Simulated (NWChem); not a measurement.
Species: C₃H₃ClF₂; SMILES F[C@@H]1C[C@@]1(F)Cl

Computed with NWChem. All runs use the structure optimised with B3LYP/6-31G* (spherical d). Total energies of different functionals are on different scales.

```csv
level,energy (Ha),highest occupied level (eV),orbital gap (eV),dipole (D),relative time
PBE/def2-TZVP,-775.5800,-6.81,5.71,2.13,1
B3LYP/def2-TZVP,-776.1143,-8.05,7.78,2.30,1
PW6B95/def2-TZVP,-776.8145,-8.40,8.44,2.34,1
BLYP/def2-TZVP,-776.0309,-6.72,5.74,2.17,1
"LDA (Slater exchange, VWN5)/def2-TZVP",-772.3074,-6.98,5.65,2.22,1
CAM-B3LYP/def2-TZVP,-776.0064,-9.71,10.87,2.37,10
```

Times are rough ratios from one shared machine.
